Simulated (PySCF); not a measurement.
A GIAO shielding run with PySCF 2.14 (density fitting, non-relativistic, gas phase) on SMILES O1[SiH2]O[SiH2]O[SiH2]O[SiH2]1, H₈O₄Si₄:

```
{"job": {"kind": "nmr", "xc": "PBE0", "basis": "pcSseg-1"}, "charge": 0, "multiplicity": 1}
O      1.697465     0.835843     0.129925
Si     0.738299     2.112148    -0.116400
O     -0.817624     1.705288    -0.268806
Si    -2.095077     0.718288    -0.330762
O     -1.699243    -0.834617    -0.128550
Si    -0.739545    -2.110773     0.115557
O      0.816328    -1.703270     0.264244
Si     2.094281    -0.717407     0.327757
H      0.833861     2.942652     1.077055
H      1.143502     2.694849    -1.388802
H     -2.950615     1.076587     0.792611
H     -2.643071     0.836457    -1.675279
H     -1.136024    -2.694364     1.390294
H     -0.841830    -2.938520    -1.078977
H      2.950727    -1.078580    -0.794071
H      2.640969    -0.835640     1.672794
```

Hardware: 1 thread of an Arm Neoverse V2, shared host. The job also computes population analyses, field gradients, ring-centre shieldings.

Q: How large is the calculation?

A: 96 electrons, 204 basis functions and 1160 auxiliary functions.

Q: How long does it take?

A: 36 s of wall time, with 12 SCF cycles and 4 response iterations. Times on a shared host scatter by some tens of per cent.
